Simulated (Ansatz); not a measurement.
Consider the cleavage of the Ge–Si bond: `[SiH3][SiH2][SiH2][GeH3]` + H₂Te → `[GeH3][TeH]` + trisilane.

Isolated molecules relaxed with PBE0-D4/def2-TZVP in Ansatz; ΔE leaves out vibrations. CBS: MP2 limit from def2 TZ/QZ plus the TZ coupled-cluster correction, frozen cores. Functionals use def2-TZVPP. Elements past krypton have def2 core potentials. For Ge, Te outer-core shells are correlated without core-valence functions, which leaves a few kJ/mol of doubt a bond. Scalar relativity is left out up to krypton. Each species was taken in one conformer, which may not be the lowest.

Problem. Is it downhill or uphill in electronic energy at CCSD(T)/CBS, and by how much? (Best estimate.)

Solution. The calculation gave: Downhill: ΔE = -39.8 kJ/mol.

Problem. What do these levels give: LDA (SPW92), revPBE-D4, B97M-V, r2SCANh-D4, r2SCANh, MP2/CBS(def2)? (An estimate is asked.)

Solution. Computed: LDA (SPW92) -29.7, revPBE-D4 -33.0, B97M-V -31.1, r2SCANh-D4 -38.7, r2SCANh -40.3, MP2/CBS(def2) -47.4 kJ/mol.

Largest T1 diagnostic among the species: 0.013.

From BLYP to BHLYP (50 % exact exchange), in def2-TZVPP and without D4, ΔE moves by −4.3 kJ/mol. Leaving LDA and LC-ωPBE aside and taking each functional with its dispersion term where it has one, the values, not all of them listed here, spread over 13.6 kJ/mol, from B2PLYP to B97M-V. LDA lies +7.2 kJ/mol from PBE without D4.
